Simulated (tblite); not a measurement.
Compound: C₅H₆NO₂ (doublet state).
Geometry (GFN2-xTB, Å), atoms numbered from 1 in this order:
```
atom  x, y, z in Å
C1    -3.090   -0.658    0.285
C2    -2.081    0.113    0.679
O3    -0.830   -0.086    0.216
C4     0.168    0.683    0.629
C5     1.459    0.512    0.151
N6     1.771   -0.425   -0.698
C7     2.921   -0.532   -1.385
O8     3.516    0.361   -1.945
H9    -4.084   -0.496    0.654
H10   -2.930   -1.458   -0.415
H11   -2.208    0.930    1.384
H12   -0.050    1.463    1.353
H13    2.220    1.178    0.563
H14    3.215   -1.595   -1.493
```

Structure optimised with GFN2-xTB, isolated species. This method treats the open shell by occupation alone, without spin polarisation.

Masses are those of the commonest isotopes; rigid-rotor values at the optimised geometry. The values belong to one conformer with, in the numbering `[CH2:1]=[CH:2][O:3]/[CH:4]=[CH:5]\[N:6][CH:7]=[O:8]`, C1–C2–O3–C4 -179°, C2–O3–C4–C5 -179°, C4–C5–N6–C7 168°, C5–N6–C7–O8 -43°.

Question: Give the principal moments of inertia and the rotational constants in MHz.

Answer: Ia = 61.29, Ib = 645.73, Ic = 687.54 u·Å²; 505379 MHz·u·Å²/I gives A = 8246, B = 782.6, C = 735.0 MHz.

Question: Classify the top.

Answer: A near-prolate asymmetric top: κ = (2 × 782.6 − 8246 − 735.0)/(8246 − 735.0) = -0.99.

Question: Is it planar, by Δ = Ic − Ia − Ib?

Answer: Not planar: Δ = Ic − Ia − Ib = -19.47 u·Å². For a rigid frame Δ = −2 Σ m c², so Σ m c² = 9.74 u·Å² lies off the ab plane: 1.25 from hydrogen and 8.49 from heavier atoms. The atom farthest from that plane is 1.03 Å away.

Question: Give the other two planar moments, Paa and Pbb, and the rms extents of the mass along the axes.

Answer: Paa = Σ m a² = (Ib + Ic − Ia)/2 = 635.99 and Pbb = Σ m b² = (Ia + Ic − Ib)/2 = 51.55 u·Å². With the mass M = 112.04 u, the rms extents √(P/M) along a, b and c are 2.38, 0.68, 0.29 Å.

Question: Where do the levels up to J = 5 lie, in MHz?

Answer: Above 0(0,0):
J = 1: 1(0,1) 1518, 1(1,1) 8981, 1(1,0) 9029
J = 2: 2(0,2) 4553, 2(1,2) 11969, 2(1,1) 12112, 2(2,1) 34502, 2(2,0) 34502
J = 3: 3(0,3) 9105, 3(1,3) 16450, 3(1,2) 16736, 3(2,2) 39055, 3(2,1) 39056, 3(3,1) 76490, 3(3,0) 76490
J = 4: 4(0,4) 15174, 4(1,4) 22426, 4(1,3) 22901, 4(2,3) 45125, 4(2,2) 45129, 4(3,2) 82562, 4(3,1) 82562, 4(4,1) 134971, 4(4,0) 134971
J = 5: 5(0,5) 22758, 5(1,5) 29894, 5(1,4) 30608, 5(2,4) 52713, 5(2,3) 52721, 5(3,3) 90151, 5(3,2) 90151, 5(4,2) 142560, 5(4,1) 142560, 5(5,1) 209944, 5(5,0) 209944
The levels of one J sum to (2J + 1)J(J + 1)(A + B + C)/3.

For this open shell read J as N, the rotation without spin; fine and hyperfine splittings come on top. Its GFN2-xTB frequencies are all real (lowest 42 cm⁻¹). Zero-point vibration and centrifugal distortion are left out.

The numbers are calculated, not measured.
